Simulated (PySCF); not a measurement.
HO3W (SMILES [O]=[W](=[O])[OH]), doublet, at a GFN2-xTB geometry (such geometries of metal compounds can be far from the true shape) (the multiplicity is a formal guess) (core potentials on W). Base run: PBE0/def2-SV(P) (PySCF).

Input for PySCF:
```python
from pyscf import gto, scf, dft

mol = gto.M(
    atom='''
W     0.01456069   -0.01714219    0.01285306
O     1.58355816   -0.43195623   -0.47574771
O    -0.52698380   -0.81194065    1.40841009
O    -0.99842751    1.17544104   -0.88133481
H    -1.54266621    1.81616908   -1.36174677
''',
    basis='def2-sv(p)',
    ecp={'W': 'def2-sv(p)'},
    spin=1,
    verbose=4,
)

mf = dft.UKS(mol)
mf.xc = 'pbe0'
mf.kernel()
```

The base run was repeated with changes; each row names its change, and settings that it needs were set with it.

```csv
change,ΔE vs base (mEh),dipole (D),outcome
base,0.000,4.88,converged
auxbasis = default (with mf = mf.density_fit()),0.013,4.88,converged
auxbasis = def2-universal-jfit,12.674,4.89,converged
auxbasis = cc-pvtz-ri,-,-,input refused
auxbasis = def2-tzvp-ri,-,-,input refused
auxbasis = even-tempered beta=1.6,0.065,4.88,converged
auxbasis = def2-svp-ri,-,-,input refused
auxbasis = cc-pvqz-jkfit,-,-,input refused
auxbasis = cc-pvdz-jkfit,-,-,input refused
"exchange = seminumerical (SGX) (with mf = sgx.sgx_fit(mf, auxbasis='def2-universal-jfit'); with mf.with_df.dfj = True)",-0.162,4.88,converged
```

A fitting set is made for a task (jfit for Coulomb, jkfit for Coulomb and exchange, ri for correlation) and for a family of orbital bases.

Open shells are given as the SCF converged; they aren't shown to be the lowest states, and a large step between rows can be another state.

- auxbasis = cc-pvtz-ri: ended with `pyscf.lib.exceptions.BasisNotFoundError: Basis set not found for W in cc-pvtz-ri`
- auxbasis = def2-tzvp-ri: ended with `pyscf.lib.exceptions.BasisNotFoundError: Basis set not found for W in def2-tzvp-ri`
- auxbasis = def2-svp-ri: ended with `pyscf.lib.exceptions.BasisNotFoundError: Basis set not found for W in def2-svp-ri`
